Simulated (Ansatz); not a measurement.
Start from `CCC[O][AlH2]` and change one atom or group to get `CCCCC`.

Ansatz, PBE0-D4/def2-TZVP geometries, multiplicity 1. Each molecule was computed in one conformer, which needn't be the lowest.

```tsv
property	`CCC[O][AlH2]`
HOMO–LUMO gap (PBE/def2-TZVPP) / eV	4.84
size of the dipole moment (ωB97M-V/def2-TZVPP) / D	0.93
HOMO energy (PBE0/def2-TZVPP) / eV	-8.01
HOMO energy (B3LYP/def2-TZVPP) / eV	-7.81
HOMO–LUMO gap (B3LYP/def2-TZVPP) / eV	6.63
size of the dipole moment (PBE/def2-TZVPP) / D	0.94
```

(1) What does the change do to each property? (An estimate is asked.)

Answers

(1) Computed: 
```
                                          property  `CCCCC`  shift
               HOMO–LUMO gap (PBE/def2-TZVPP) / eV     7.86   3.02
size of the dipole moment (ωB97M-V/def2-TZVPP) / D     0.07  -0.86
                HOMO energy (PBE0/def2-TZVPP) / eV    -8.74  -0.73
               HOMO energy (B3LYP/def2-TZVPP) / eV    -8.56  -0.75
             HOMO–LUMO gap (B3LYP/def2-TZVPP) / eV     9.50   2.87
    size of the dipole moment (PBE/def2-TZVPP) / D     0.08  -0.86
```

With PBE0 the HOMO falls by 0.73 eV and the LUMO rises by 2.24 eV, so the gap widens by about 2.97 eV. PBE moves the HOMO by -0.81 eV and ωB97M-V by -0.71 eV. Dipoles are sizes alone; their direction can turn.

Positive LUMOs are unbound, so they and the gaps depend on the basis.

B3LYP here is the variant with VWN-RPA as its local correlation; programs differ in this.
